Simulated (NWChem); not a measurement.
System: C2H6ClGa; SMILES [CH3][Ga]([CH3])[Cl]

NWChem input:

```
start job
memory heap 200 mb stack 900 mb global 1100 mb
geometry units angstroms noautosym nocenter noautoz
  Ga     0.003115     0.358976     0.000000
  C      0.000963     1.150985    -1.788812
  H     -0.926518     0.870553    -2.312430
  H      0.074435     2.247658    -1.761413
  H      0.841363     0.748589    -2.374948
  C      0.000963     1.150985     1.788812
  H     -0.926518     0.870553     2.312430
  H      0.841363     0.748589     2.374948
  H      0.074435     2.247658     1.761413
  Cl    -0.004456    -1.820807     0.000000
end
basis spherical
  * library def2-svp
end
dft
  xc pbe0
  iterations 150
end
property
  response 1 0.0
end
task dft property
```

The geometry was optimised at PBE0/def2-SVP.

Static field.

Question: What results follow from this input? (PBE0/def2-SVP.) Quantities: basis functions; isotropic polarisability (bohr³); anisotropy (bohr³).

Answer: The number of basis functions comes out as 108, the isotropic polarisability (bohr³) is 54.7 and the anisotropy (bohr³) is 20.3.
